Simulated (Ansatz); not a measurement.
Ideal-gas functions of Ge$_{2}$H$_{6}$Te (`[GeH3][Te][GeH3]`) at 600 K and 1 bar, from an Ansatz frequency run at PBE0-D4/def2-TZVP.

Molar mass 278.87 g/mol, point group C2v (symmetry number 2), electronic degeneracy 1, moments of inertia 232.5, 528.175, 747.982 u Å². Harmonic wavenumbers (cm⁻¹, unscaled): 55, 56, 60, 238, 239, 482, 511, 514, 534, 783, 817, 866, 868, 875, 882, 2145, 2149, 2152, 2155, 2168, 2170.

Use S(trans) = R[1.5 ln M + 2.5 ln T − 1.1517]; rotational temperatures θ = 24.2544 K / I; S(rot) = R[ln(√π/σ · √(T³/θAθBθC)) + 1.5]; for each mode x = 1.438777 ν̃/T, S = R[x/(eˣ − 1) − ln(1 − e⁻ˣ)] and H = RT x/(eˣ − 1); 1 cm⁻¹ = 0.0119627 kJ/mol; R = 8.31446 J/(mol·K).

Question: By hand: the entropy, in J/(mol·K).

Answer: Translation 193.6. Rotation: θ = 0.1043, 0.0459, 0.0324 K, giving 127.7. Vibration, mode by mode: 25.16, 25.01, 24.44, 13.09, 13.06, 7.56, 7.13, 7.08, 6.80, 4.20, 3.94, 3.59, 3.57, 3.53, 3.48, 0.30, 0.30, 0.30, 0.29, 0.29, 0.28, in all 153.4. Electronic 0.0. Sum 474.7 J/(mol·K).

Question: By hand: H − E and G − E in kJ/mol, counted from the electronic energy.

Answer: Zero-point energy ½ × 20719 × 0.0119627 = 123.9; thermal vibration 41.6; translation, rotation and pV give 4 RT = 20.0. H − E = 185.5 kJ/mol, and G − E = 185.5 − 600 × 474.7/1000 = -99.3 kJ/mol.

Vibration gives 32 % of the entropy, 74.6 J/(mol·K) of it from the modes under 150 cm⁻¹: soft modes count most, and the harmonic formula is weakest for them.
